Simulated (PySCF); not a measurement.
F6W, charge -1, doublet, geometry from GFN2-xTB (such geometries of metal compounds can be far from the true shape) (the multiplicity is a formal guess) (core potentials on W); DF-HSE06/def2-SVP run with PySCF.

The PySCF input:
```python
from pyscf import gto, scf, dft

mol = gto.M(
    atom='''
W    -0.00000000    0.00000000   -0.00000000
F     1.18028015   -0.48417873   -1.48163847
F    -1.18028015    0.48417873    1.48163847
F    -1.24113293    0.83242210   -1.26071620
F    -0.94301149   -1.70158375   -0.19515360
F     0.94301149    1.70158375    0.19515360
F     1.24113293   -0.83242210    1.26071620
''',
    basis='def2-svp',
    ecp={'W': 'def2-svp'},
    charge=-1,
    spin=1,
    verbose=4,
)

mf = dft.UKS(mol)
mf.xc = 'hse06'
mf = mf.density_fit(auxbasis='def2-universal-jkfit')
mf.kernel()
mf.analyze()
```

Output, abridged:

```
PySCF version 2.14.0

[INPUT] verbose = 4
[INPUT] num. atoms = 7
[INPUT] num. electrons = 69
[INPUT] charge = -1
[INPUT] spin (= nelec alpha-beta = 2S) = 1
[INPUT] symmetry False subgroup None
[INPUT] Mole.unit = angstrom
[INPUT] Symbol           X                Y                Z      unit          X                Y                Z       unit  Magmom
[...]
nuclear repulsion = 423.520650414199
number of shells = 48
number of NR pGTOs = 201
number of NR cGTOs = 116
basis = def2-svp
ecp = {'W': 'def2-svp'}

******** <class 'pyscf.df.df_jk.DFUKS'> ********
method = DFUKS
initial guess = minao
damping factor = 0
level_shift factor = 0
DIIS = <class 'pyscf.scf.diis.CDIIS'>
diis_start_cycle = 1
diis_space = 8
diis_damp = 0
SCF conv_tol = 1e-09
SCF conv_tol_grad = None
SCF max_cycles = 50
direct_scf = False
number electrons alpha = 35  beta = 34
XC library pyscf.dft.libxc version 7.1.2
    S. Lehtola, C. Steigemann, M. J. T. Oliveira, and M. A. L. Marques,  SoftwareX 7, 1–5 (2018)
XC functionals = hse06
    J. Heyd, G. E. Scuseria, and M. Ernzerhof,  J. Chem. Phys. 118, 8207 (2003)
    J. Heyd, G. E. Scuseria, and M. Ernzerhof,  J. Chem. Phys. 124, 219906 (2006)
    A. V. Krukau, O. A. Vydrov, A. F. Izmaylov, and G. E. Scuseria,  J. Chem. Phys. 125, 224106 (2006)
radial grids:
    Treutler-Ahlrichs [JCP 102, 346 (1995); DOI:10.1063/1.469408] (M4) radial grids

becke partition: Becke, JCP 88, 2547 (1988); DOI:10.1063/1.454033
pruning grids: <function nwchem_prune>
grids dens level: 3
symmetrized grids: False
atomic radii adjust function: <function treutler_atomic_radii_adjust>
small_rho_cutoff = 0
Set gradient conv threshold to 3.16228e-05
tot grids = 109880
Create RSH-DF object <pyscf.df.df.DF object> for omega=-0.11
******** <class 'pyscf.df.df.DF'> ********
auxbasis = auxmol.basis = def2-universal-jkfit
init E= -652.601289540863

cycle= 1 E= -665.020278100768  delta_E= -12.4  |g|= 1.18  |ddm|= 5.14
cycle= 2 E= -661.257990020714  delta_E= 3.76  |g|= 3.37  |ddm|= 2.86
cycle= 3 E= -665.488085620208  delta_E= -4.23  |g|= 0.289  |ddm|= 2.32
cycle= 4 E= -665.520124149178  delta_E= -0.032  |g|= 0.104  |ddm|= 0.353
cycle= 5 E= -665.522344850621  delta_E= -0.00222  |g|= 0.0718  |ddm|= 0.106
cycle= 6 E= -665.524265976921  delta_E= -0.00192  |g|= 0.00343  |ddm|= 0.054
cycle= 7 E= -665.524270867184  delta_E= -4.89e-06  |g|= 0.00172  |ddm|= 0.00436
cycle= 8 E= -665.524272210287  delta_E= -1.34e-06  |g|= 0.000826  |ddm|= 0.00281
cycle= 9 E= -665.524273359705  delta_E= -1.15e-06  |g|= 0.00033  |ddm|= 0.00344
cycle= 10 E= -665.524275027196  delta_E= -1.67e-06  |g|= 0.000338  |ddm|= 0.00585
cycle= 11 E= -665.524276016926  delta_E= -9.9e-07  |g|= 0.000321  |ddm|= 0.00404
cycle= 12 E= -665.524285587996  delta_E= -9.57e-06  |g|= 0.000293  |ddm|= 0.0424
cycle= 13 E= -665.524290239723  delta_E= -4.65e-06  |g|= 0.000268  |ddm|= 0.0257
cycle= 14 E= -665.524297781797  delta_E= -7.54e-06  |g|= 0.000298  |ddm|= 0.0442
cycle= 15 E= -665.524296994361  delta_E= 7.87e-07  |g|= 0.000284  |ddm|= 0.00578
cycle= 16 E= -665.524300264923  delta_E= -3.27e-06  |g|= 0.000262  |ddm|= 0.0253
cycle= 17 E= -665.524304963858  delta_E= -4.7e-06  |g|= 0.000183  |ddm|= 0.0448
cycle= 18 E= -665.524306143997  delta_E= -1.18e-06  |g|= 0.000136  |ddm|= 0.0161
cycle= 19 E= -665.524306968696  delta_E= -8.25e-07  |g|= 0.000156  |ddm|= 0.0113
cycle= 20 E= -665.524307236698  delta_E= -2.68e-07  |g|= 0.000139  |ddm|= 0.00608
cycle= 21 E= -665.524308804132  delta_E= -1.57e-06  |g|= 0.000213  |ddm|= 0.0205
cycle= 22 E= -665.524309360174  delta_E= -5.56e-07  |g|= 0.00018  |ddm|= 0.00881
cycle= 23 E= -665.524308683654  delta_E= 6.77e-07  |g|= 0.000126  |ddm|= 0.0075
cycle= 24 E= -665.52430892012  delta_E= -2.36e-07  |g|= 0.000124  |ddm|= 0.00368
cycle= 25 E= -665.524309497525  delta_E= -5.77e-07  |g|= 0.000131  |ddm|= 0.0079
cycle= 26 E= -665.524309344196  delta_E= 1.53e-07  |g|= 0.000123  |ddm|= 0.00161
cycle= 27 E= -665.524309418233  delta_E= -7.4e-08  |g|= 0.000122  |ddm|= 0.00133
[...]
SCF not converged.
Total Energy =                        -665.524302490630021
[...]
spin_pop of  0 W 5pz       0.00207
spin_pop of  0 W 6px      -0.00106
spin_pop of  0 W 6py      -0.00191
spin_pop of  0 W 6pz      -0.00107
spin_pop of  0 W 7px      -0.00033
spin_pop of  0 W 7py      -0.00117
spin_pop of  0 W 7pz      -0.00026
spin_pop of  0 W 5dxy      0.21912
spin_pop of  0 W 5dyz      0.01552
spin_pop of  0 W 5dz^2     0.16021
spin_pop of  0 W 5dxz      0.36971
spin_pop of  0 W 5dx2-y2    0.08584
spin_pop of  0 W 6dxy      0.00803
spin_pop of  0 W 6dyz      0.00052
spin_pop of  0 W 6dz^2     0.00574
spin_pop of  0 W 6dxz      0.04459
spin_pop of  0 W 6dx2-y2    0.00709
spin_pop of  0 W 5f-3     -0.00006
spin_pop of  0 W 5f-2     -0.00001
spin_pop of  0 W 5f-1      0.00003
spin_pop of  0 W 5f+0     -0.00012
spin_pop of  0 W 5f+1      0.00006
spin_pop of  0 W 5f+2     -0.00018
spin_pop of  0 W 5f+3     -0.00002
spin_pop of  1 F 1s        0.00000
spin_pop of  1 F 2s        0.00021
spin_pop of  1 F 3s        0.00011
spin_pop of  1 F 2px      -0.00482
spin_pop of  1 F 2py       0.01795
spin_pop of  1 F 2pz      -0.00191
spin_pop of  1 F 3px       0.00025
spin_pop of  1 F 3py       0.00462
spin_pop of  1 F 3pz       0.00097
spin_pop of  1 F 3dxy      0.00005
spin_pop of  1 F 3dyz      0.00009
spin_pop of  1 F 3dz^2     0.00004
spin_pop of  1 F 3dxz      0.00002
spin_pop of  1 F 3dx2-y2    0.00000
spin_pop of  2 F 1s        0.00000
spin_pop of  2 F 2s        0.00021
spin_pop of  2 F 3s        0.00011
spin_pop of  2 F 2px      -0.00482
spin_pop of  2 F 2py       0.01795
spin_pop of  2 F 2pz      -0.00191
spin_pop of  2 F 3px       0.00025
spin_pop of  2 F 3py       0.00462
spin_pop of  2 F 3pz       0.00097
spin_pop of  2 F 3dxy      0.00005
spin_pop of  2 F 3dyz      0.00009
spin_pop of  2 F 3dz^2     0.00004
spin_pop of  2 F 3dxz      0.00002
spin_pop of  2 F 3dx2-y2    0.00000
spin_pop of  3 F 1s        0.00000
spin_pop of  3 F 2s        0.00014
spin_pop of  3 F 3s        0.00012
spin_pop of  3 F 2px      -0.00409
spin_pop of  3 F 2py       0.00544
spin_pop of  3 F 2pz       0.00362
spin_pop of  3 F 3px       0.00032
spin_pop of  3 F 3py       0.00263
spin_pop of  3 F 3pz       0.00216
spin_pop of  3 F 3dxy      0.00002
spin_pop of  3 F 3dyz      0.00003
spin_pop of  3 F 3dz^2     0.00008
spin_pop of  3 F 3dxz      0.00004
spin_pop of  3 F 3dx2-y2    0.00001
spin_pop of  4 F 1s        0.00000
spin_pop of  4 F 2s        0.00013
spin_pop of  4 F 3s        0.00037
spin_pop of  4 F 2px       0.00870
spin_pop of  4 F 2py      -0.00086
spin_pop of  4 F 2pz      -0.00330
spin_pop of  4 F 3px       0.00345
spin_pop of  4 F 3py       0.00082
spin_pop of  4 F 3pz       0.00025
spin_pop of  4 F 3dxy      0.00002
spin_pop of  4 F 3dyz      0.00001
spin_pop of  4 F 3dz^2     0.00003
spin_pop of  4 F 3dxz      0.00000
spin_pop of  4 F 3dx2-y2    0.00012
spin_pop of  5 F 1s        0.00000
spin_pop of  5 F 2s        0.00013
spin_pop of  5 F 3s        0.00037
spin_pop of  5 F 2px       0.00870
spin_pop of  5 F 2py      -0.00086
spin_pop of  5 F 2pz      -0.00330
spin_pop of  5 F 3px       0.00345
spin_pop of  5 F 3py       0.00082
spin_pop of  5 F 3pz       0.00025
spin_pop of  5 F 3dxy      0.00002
spin_pop of  5 F 3dyz      0.00001
spin_pop of  5 F 3dz^2     0.00003
spin_pop of  5 F 3dxz      0.00000
spin_pop of  5 F 3dx2-y2    0.00012
spin_pop of  6 F 1s        0.00000
spin_pop of  6 F 2s        0.00014
spin_pop of  6 F 3s        0.00012
spin_pop of  6 F 2px      -0.00409
spin_pop of  6 F 2py       0.00544
spin_pop of  6 F 2pz       0.00362
spin_pop of  6 F 3px       0.00032
spin_pop of  6 F 3py       0.00263
spin_pop of  6 F 3pz       0.00216
spin_pop of  6 F 3dxy      0.00002
spin_pop of  6 F 3dyz      0.00003
spin_pop of  6 F 3dz^2     0.00008
spin_pop of  6 F 3dxz      0.00004
spin_pop of  6 F 3dx2-y2    0.00001
In total            35.00000 | 34.00000

WARN: System has nonzero charge -1; the dipole moment is origin-dependent.
Location of origin: [0. 0. 0.]

Dipole moment(X, Y, Z, Debye): -0.00003,  0.00005, -0.00001
```

Convergence was not reached.
